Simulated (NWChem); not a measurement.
Species: disilylmethane (CH₈Si₂); SMILES [SiH3]C[SiH3]

```xyz
11

Si    -1.5950     0.0010     0.1723
C      0.0000     0.0000    -0.8289
Si     1.5950    -0.0010     0.1723
H     -2.7882     0.0047    -0.7295
H     -1.6653    -1.2126     1.0431
H     -1.6613     1.2122     1.0469
H      0.0005     0.8855    -1.4880
H     -0.0005    -0.8855    -1.4880
H      1.6613    -1.2122     1.0469
H      1.6653     1.2126     1.0431
H      2.7882    -0.0047    -0.7295
```
Atoms are numbered in this order, from 1.

Results from NWChem. Coordinates come from a PBE0/def2-SVP optimisation. Static field.

Among these, which level gives the lowest value of “isotropic polarisability (bohr³)”?
A) BHandHLYP/def2-SVPD
B) PBE/def2-SVPD
C) B3LYP/def2-SVPD

A, BHandHLYP/def2-SVPD. Values: BHandHLYP/def2-SVPD 68.0; B3LYP/def2-SVPD 70.5; PBE/def2-SVPD 72.8
